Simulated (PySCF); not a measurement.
CH₆SSeSi, SMILES CS[Se][SiH3]. Atoms are numbered in the order given.

```xyz
10

Se    -0.0743    -0.1569     0.9351
S      1.3297     0.6508    -0.6282
C      1.7098    -0.8554    -1.5880
H      2.2112    -1.6069    -0.9630
H      2.3927    -0.5340    -2.3902
H      0.8009    -1.2803    -2.0366
Si    -1.9525     0.1937    -0.3551
H     -1.8182    -0.5332    -1.6484
H     -2.1485     1.6450    -0.6156
H     -3.1120    -0.3500     0.4110
```
Charge 0, spin multiplicity 1.

Geometry optimised at B3LYP-D3(BJ)/def2-SVP. This is a generated structure with no PubChem entry under its InChIKey; it may be hypothetical. One conformer was computed; it need not be the lowest.

The numbers are results of PBE/pcSseg-1 in PySCF, not measurements.

GIAO shieldings, no solvent; atoms alike by connectivity are averaged. δ = σ(ref) − σ: ⁷⁷Se against Me2Se (σ = 1634.8 ppm); ³³S against H2S (σ = 706.5 ppm); ¹³C against TMS (σ = 182.0 ppm); ¹H against TMS (σ = 31.49 ppm); ²⁹Si against TMS (σ = 335.4 ppm), references at their B3LYP-D3(BJ)/def2-TZVP geometries, non-relativistic.

Computed chemical shifts:
| nucleus | atoms | count | δ (ppm) |
|---|---|---|---|
| ⁷⁷Se | Se1 | 1 | 70.9 |
| ³³S | S2 | 1 | 261.2 |
| ¹³C | C3 | 1 | 30.0 |
| ¹H | H8, H9, H10 | 3 | 5.06 |
| ¹H | H4, H5, H6 | 3 | 2.56 |
| ²⁹Si | Si7 | 1 | -54.8 |
